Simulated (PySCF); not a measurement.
Solvent effects on NMR parameters

Numbering as in the mapped SMILES `[CH3:1][CH2:2][O:3][C:4]1=[CH:5][O:6][BH2-:7][O+:8]=[CH:9]1` (H(Xn): hydrogen on atom n).

GIAO PBE0/pcSseg-1 in PySCF 2.14.0 with density-fitted response routines on one PBE0-D3(BJ)/def2-SVP conformer, non-relativistic, equivalent nuclei averaged. Solvents enter as an IEF-PCM continuum (chloroform with ε = 4.7, acetonitrile with ε = 35.7) around the gas-phase geometry. Shifts are referred to TMS, BF3·OEt2 computed in the same medium.

Gas phase, δ in ppm: C5/C9 173.9, C4 146.7, C2 63.2, C1 16.7, B7 -1.6, H(C5)/H(C9) 7.68, H(B7) 3.55, H(C2) 3.41, H(C1) 1.42. Dipole moment 5.46 D.

**Question.** How does each δ change in the continuum?

**Answer.** 
| atoms | environment | Δδ, chloroform | Δδ, acetonitrile |
| --- | --- | --- | --- |
| C5/C9 | alkene carbon bearing oxygen | +2.1 | +2.9 |
| C4 | alkene carbon bearing oxygen | +1.4 | +1.9 |
| C2 | sp3 CH2 bonded to O | +1.1 | +1.5 |
| C1 | methyl carbon | +0.4 | +0.6 |
| B7 | boron bonded to 2 O, 2 H, in a 6-membered ring | -0.3 | -0.4 |
| H(C5)/H(C9) | hydrogen on an alkene carbon bearing oxygen | +0.24 | +0.33 |
| H(B7) | hydrogen on a boron bonded to 2 O, in a 6-membered ring | -0.24 | -0.33 |
| H(C2) | hydrogen on an sp3 CH2 bonded to O | +0.17 | +0.25 |
| H(C1) | hydrogen on a methyl carbon | +0.01 | +0.01 |

Changes are relative to the gas phase. The dipole moment becomes 6.41 D in chloroform, 6.75 D in acetonitrile.

**Question.** Which nuclei move most (in ppm), and what does the model miss?

**Answer.** C5/C9 (alkene carbon bearing oxygen, +2.9 ppm) in acetonitrile. A continuum only polarises the solute; specific hydrogen bonds, the anisotropy of aromatic solvents and changes of geometry or conformer are outside it.
